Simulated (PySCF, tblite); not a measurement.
Species: C4H8F3NSi.
Geometry (GFN2-xTB, Å), atoms numbered from 1 in this order:
```
atom  x, y, z in Å
C1    -1.0694   -1.0910   -0.8228
C2    -0.9264   -0.0101    0.2083
N3    -0.0085    0.2320    1.0346
C4     1.1960   -0.4852    1.1478
Si5    2.5420    0.5119    0.1970
C6    -2.0954    0.9550    0.2298
F7    -3.2519    0.3344    0.5361
F8    -1.9531    1.9562    1.0961
F9    -2.2925    1.5152   -0.9819
H10   -0.3720   -1.9027   -0.6355
H11   -0.8714   -0.6772   -1.8117
H12   -2.0869   -1.4782   -0.8138
H13    1.1567   -1.5162    0.7771
H14    1.4636   -0.5001    2.2048
H15    2.1913    0.4805   -1.2247
H16    3.8065   -0.1884    0.4269
H17    2.5644    1.8758    0.7086
```

The calculation used PBE0/pcSseg-1 in PySCF (dipole) on a GFN2-xTB geometry, gas phase.

Masses are those of the commonest isotopes; rigid-rotor values at the optimised geometry. The values belong to one conformer with, in the numbering `[CH3:1]/[C:2](=[N:3]\[CH2:4][SiH3:5])[C:6]([F:7])([F:8])[F:9]`, C2–N3–C4–Si5 98°.

**Question.** Give the principal moments of inertia and the rotational constants in MHz.

**Answer.** Ia = 200.87, Ib = 715.83, Ic = 757.44 u·Å²; 505379 MHz·u·Å²/I gives A = 2516, B = 706.0, C = 667.2 MHz.

**Question.** Classify the top.

**Answer.** A near-prolate asymmetric top: κ = (2 × 706.0 − 2516 − 667.2)/(2516 − 667.2) = -0.96.

**Question.** What does the inertial defect say?

**Answer.** Not planar: Δ = Ic − Ia − Ib = -159.26 u·Å². For a rigid frame Δ = −2 Σ m c², so Σ m c² = 79.63 u·Å² lies off the ab plane: 9.91 from hydrogen and 69.72 from heavier atoms. The atom farthest from that plane is 1.91 Å away.

**Question.** Predict some low-J microwave lines.

**Answer.** The dipole components are |μa| = 2.62 D, |μb| = 2.45 D, |μc| = 0.11 D. Intensities carry the squares of the components, which stand as 1.00 : 0.88 : 0.00 (a : b : c). Some lines, for components of 0.1 D or more:

```json
{"type": "b", "branch": "R", "J(Ka,Kc)": "2(0,2) ← 1(1,1)", "MHz": "936", "lower level (cm⁻¹)": "0.106"}
{"type": "a", "branch": "R", "J(Ka,Kc)": "1(0,1) ← 0(0,0)", "MHz": "1373", "lower level (cm⁻¹)": "0.000"}
{"type": "c", "branch": "Q", "J(Ka,Kc)": "3(1,3) ← 3(0,3)", "MHz": "1716", "lower level (cm⁻¹)": "0.275"}
{"type": "b", "branch": "Q", "J(Ka,Kc)": "3(1,2) ← 3(0,3)", "MHz": "1948", "lower level (cm⁻¹)": "0.275"}
{"type": "b", "branch": "R", "J(Ka,Kc)": "3(0,3) ← 2(1,2)", "MHz": "2345", "lower level (cm⁻¹)": "0.196"}
{"type": "a", "branch": "R", "J(Ka,Kc)": "3(2,1) ← 2(2,0)", "MHz": "4122", "lower level (cm⁻¹)": "0.382"}
{"type": "a", "branch": "R", "J(Ka,Kc)": "3(1,2) ← 2(1,1)", "MHz": "4177", "lower level (cm⁻¹)": "0.200"}
{"type": "b", "branch": "Q", "J(Ka,Kc)": "3(2,1) ← 3(1,2)", "MHz": "5375", "lower level (cm⁻¹)": "0.340"}
{"type": "b", "branch": "Q", "J(Ka,Kc)": "2(2,1) ← 2(1,2)", "MHz": "5546", "lower level (cm⁻¹)": "0.196"}
{"type": "b", "branch": "R", "J(Ka,Kc)": "2(2,1) ← 1(1,0)", "MHz": "8215", "lower level (cm⁻¹)": "0.107"}
{"type": "c", "branch": "Q", "J(Ka,Kc)": "3(3,1) ← 3(2,1)", "MHz": "9144", "lower level (cm⁻¹)": "0.519"}
{"type": "b", "branch": "Q", "J(Ka,Kc)": "3(3,1) ← 3(2,2)", "MHz": "9147", "lower level (cm⁻¹)": "0.519"}
{"type": "c", "branch": "R", "J(Ka,Kc)": "3(2,1) ← 2(1,1)", "MHz": "9552", "lower level (cm⁻¹)": "0.200"}
{"type": "c", "branch": "R", "J(Ka,Kc)": "3(2,2) ← 2(1,2)", "MHz": "9666", "lower level (cm⁻¹)": "0.196"}
{"type": "b", "branch": "R", "J(Ka,Kc)": "3(3,1) ← 2(2,0)", "MHz": "13266", "lower level (cm⁻¹)": "0.382"}
```

**Question.** Estimate the classical rotational partition function at 25 K, 100 K and 298.15 K.

**Answer.** Point group C1, symmetry number σ = 1; q = (√π/σ)·√((kT/h)³/(ABC)), k/h = 20836.6 MHz/K: 19400 at 25 K, 155000 at 100 K, 797000 at 298.15 K.

Its GFN2-xTB frequencies are all real (lowest 27 cm⁻¹). No vibrational averaging or centrifugal distortion is included, and the geometry carries the error of its method. A rigid rotor knows nothing of internal rotation, which can split or shift real lines. Quadrupole hyperfine structure (14N) is left out.
